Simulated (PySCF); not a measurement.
Si(OH)(SH)3, SMILES O[Si](S)(S)S (H4OS3Si) at its B3LYP/def2-SVP optimised geometry (Å):

```
9

O     -0.9121    -1.2215     1.3294
Si    -0.1887    -0.5371     0.0000
S     -0.8114    -1.7258    -1.6737
S     -0.7875     1.5349     0.0000
S      1.9635    -0.5371     0.0000
H     -0.7304    -0.8116     2.1856
H     -2.0750    -1.8819    -1.2105
H     -0.0055     1.8819    -1.0487
H      2.0750    -1.8632    -0.2553
```

Computed with B3LYP/def2-TZVP in PySCF. Cells within 0.4 Å of a nucleus heavier than hydrogen are left out (blank, or x).

Map of the deformation density (molecule minus spherical neutral atoms) (e/bohr³) on the plane z = 0.0 Å:

```
|22222222222222222222222222222|
|22222222222222222222222222222|
|22222222222222222222222222222|
|22222222222222222222222222222|
|22222222222222222222222222222|
|22222222222222222222222222222|
|22222222222222222222222222222|
|22222222333212222222222222222|
|22222223346323322222222222222|
|22222223357xx3222222222222222|
|22222223345xx2222222222222222|
|22222222334565432222222222222|
|22222222234688532211222222222|
|22222222223577422211133322222|
|22222222222234223431254322222|
|2222222221101xx36764xx5322222|
|2222222221001xx3686xxx1222222|
|22222222211011124531431122222|
|22222222221110002323773222222|
|22222222221111111225984222222|
|22222222222222112223542222222|
|22222222222222222221111222222|
|22222222222222222222112222222|
|22222222222222222222222222222|
|22222222222222222222222222222|
|22222222222222222222222222222|
|22222222222222222222222222222|
|22222222222222222222222222222|
|22222222222222222222222222222|
```
Scale: ten equal steps from -0.020 (start of '0') to 0.047 (end of '9'), in the order '0123456789'; x runs from -4.50 to 4.50, y from -4.50 (bottom) to 4.50 (top).
